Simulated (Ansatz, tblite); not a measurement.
Cost and result up the ladder for Si₁₆OH₂₈ (45 atoms). Total charge 0; singlet. Geometry: PBE-D4/def2-SVP.

```xyz
45

Si   -3.100    2.157    1.472
Si    2.954    1.891    1.966
Si    2.750   -1.611    1.104
O    -0.209    0.355    1.977
Si   -1.014    2.675   -1.892
Si    0.501    0.865   -1.742
Si   -0.463   -1.152   -2.503
Si   -4.077    0.430   -1.906
Si    3.070   -2.896   -2.018
Si    0.607    1.966    2.036
Si   -1.938    0.372    2.468
Si   -3.104    2.311   -0.877
Si    0.448   -1.334    1.511
Si    3.560   -0.216    2.817
Si    3.600   -0.836   -0.958
Si   -2.680   -1.457   -1.743
Si    0.727   -3.157   -2.072
H    -4.501    1.863    1.960
H    -2.647    3.433    2.131
H     3.286    3.083    2.833
H     3.398    2.140    0.554
H     2.734   -3.024    1.683
H    -0.396    3.946   -1.359
H    -1.341    2.906   -3.349
H     0.931    0.770   -0.298
H     1.687    1.256   -2.575
H    -0.590   -0.942   -3.996
H    -5.438    0.158   -1.312
H    -4.259    0.803   -3.356
H     3.567   -4.217   -1.459
H     3.476   -2.896   -3.478
H     0.103    2.435    3.378
H    -0.112    2.770    0.989
H    -1.899    0.432    3.968
H    -2.440   -0.965    2.017
H    -3.991    3.514   -1.111
H    -0.054   -2.066    2.733
H    -0.526   -1.621    0.406
H     2.919   -0.327    4.182
H     5.056   -0.265    2.983
H     5.000   -1.293   -0.485
H    -2.696   -1.896   -0.299
H    -3.303   -2.574   -2.546
H     0.211   -3.651   -0.736
H     0.193   -4.132   -3.098
```

Ansatz on 2 threads of AMD EPYC 7R13 on a shared host and a share (18 GiB) of an NVIDIA H100 80GB HBM3; xTB runs through tblite on one thread. Times are rough, summed over both states, and most runs start from the orbitals of an earlier one. No level here is sound enough to serve as a yardstick. The other state is a triplet at its own geometry, which has other bonds, so the gap mixes isomer and spin.

The xTB rows come from tblite. Correlated methods freeze 81 core orbitals. The rows differ in basis, and correlated rows in double-zeta sets carry the largest basis error. Single mean-field runs in def2-TZVP are fitted with def2-universal-jkfit.

Correlated methods converge slowly with the basis, most of all in double-zeta sets.

xTB has no spin-polarisation term.

```tsv
level	functions	triplet − singlet (eV)	remarks
RPA@PBE/def2-SVP	442	0.53	restricted singlet, untested (singlet)
GFN2-xTB	176	0.50	–
PBE0-D4/def2-TZVP (with forces)	791	0.36	restricted singlet, untested (singlet)
r2SCAN-D4/def2-TZVP	791	0.21	restricted singlet, untested (singlet)
GFN1-xTB	204	1.37	–
PBE-QIDH/def2-TZVP	791	0.42	restricted singlet, untested (singlet)
r2SCANh-D4/def2-TZVP (with forces)	791	0.18	restricted singlet, untested (singlet)
MP2/def2-SVP	442	0.53	restricted singlet, untested (singlet)
r2SCAN0-D4/def2-TZVP	791	0.15	restricted singlet, untested (singlet)
PBE-D4/def2-TZVP	791	0.48	restricted singlet, untested (singlet)
```

(1) Estimate how long each takes.

Answers

(1) GFN1-xTB 0.51 s; GFN2-xTB 0.61 s; MP2/def2-SVP 41 s; PBE-D4/def2-TZVP 51 s; RPA@PBE/def2-SVP 52 s; PBE0-D4/def2-TZVP (with forces) 53 s; r2SCAN0-D4/def2-TZVP 54 s; r2SCAN-D4/def2-TZVP 55 s; r2SCANh-D4/def2-TZVP (with forces) 65 s; PBE-QIDH/def2-TZVP 68 s. On shared hardware such times vary by a factor of up to 3.
